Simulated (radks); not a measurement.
The numbers below are computed, except where a source is named.
Task: Radial electron density D(r) = 4 pi r^2 rho(r) of an atom or ion with 16 electrons. Code: a radial shooting solver on a logarithmic mesh with Libxc functionals. Model: Dirac Kohn-Sham, LDA (Slater exchange, Perdew-Wang correlation), spin-unpolarised, spherical densities, finite nucleus; Fermi nuclear charge, rms radius of each element as measured or else 0.836 A^(1/3) + 0.57 fm.

```
   r/bohr * D(r) (the largest magnitude, 18.3, reaches the edge; | marks zero)
 0.008412 |     *
 0.009485 |      *
  0.01078 |       *
  0.01215 |         *
   0.0137 |           *
  0.01558 |              *
  0.01756 |                 *
   0.0198 |                    *
   0.0225 |                        *
  0.02537 |                            *
  0.02884 |                                 *
  0.03252 |                                     *
  0.03666 |                                         *
  0.04167 |                                              *
  0.04698 |                                                 *
  0.05297 |                                                    *
   0.0602 |                                                      *
  0.06788 |                                                      *
  0.07653 |                                                     *
  0.08698 |                                                   *
  0.09807 |                                               *
   0.1115 |                                           *
   0.1257 |                                        *
   0.1417 |                                     *
    0.161 |                                    *
   0.1816 |                                    *
   0.2047 |                                       *
   0.2327 |                                           *
   0.2624 |                                               *
   0.2982 |                                                  *
   0.3362 |                                                    *
   0.3791 |                                                   *
   0.4308 |                                              *
   0.4858 |                                        *
   0.5477 |                                *
   0.6225 |                       *
   0.7018 |                *
   0.7913 |           *
   0.8994 |         *
    1.014 |        *
    1.153 |        *
    1.299 |         *
    1.465 |         *
    1.665 |         *
    1.878 |        *
    2.117 |      *
    2.406 |     *
    2.713 |   *
    3.059 |  *
    3.476 | *
    3.919 |*
    4.455 *
    5.023 *
    5.663 *
    6.436 *
    7.257 *
```

What is the nuclear charge?

Result: Z = 16. The innermost maximum, from 1s, lies near gamma/Z bohr with gamma = sqrt(1 - (Z/c)^2) = 0.993, here 0.0621 bohr (found: 0.0657), and its height grows with Z. The density is that of neutral sulfur in [Ne] 3s1.5 3p4.5; the configuration itself is not fixed sharply by these data, and Z only to about a unit. D(r) has 3 maxima, at r = 0.0657, 0.339, 1.49 bohr, and minima at 0.164, 1.01 bohr, inside which lie 2.18, 10.37 electrons.
